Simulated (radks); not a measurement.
Values are calculated unless marked as measured or tabulated.
Problem. All-electron atom: the caesium ion Cs42+ in [Ne] 3s2 3p1. Code: a radial shooting solver on a logarithmic mesh with Libxc functionals. Model: Dirac Kohn-Sham, PBE, spin-unpolarised, spherical densities, point nucleus; open shells are shared between the two j in proportion to 2j + 1. Some entries of the table are withheld. Estimate them.

orbital      occ.  eigenvalue (eV)  <r> (bohr)
1s1/2           2        -38496.13         (1)
2s1/2           2        -8187.339      0.1099
2p1/2           2              (2)         (3)
2p3/2           4              (4)         (5)
3s1/2           2        -3278.571      0.2661
3p1/2    0.333333              (6)      0.2521
3p3/2    0.666667              (7)      0.2604

Solution. 
(1) 1s1/2 <r> (bohr): 0.02609
(2) 2p1/2 eigenvalue (eV): -7891.974
(3) 2p1/2 <r> (bohr): 0.09240
(4) 2p3/2 eigenvalue (eV): -7527.837
(5) 2p3/2 <r> (bohr): 0.09802
(6) 3p1/2 eigenvalue (eV): -3173.822
(7) 3p3/2 eigenvalue (eV): -3080.496
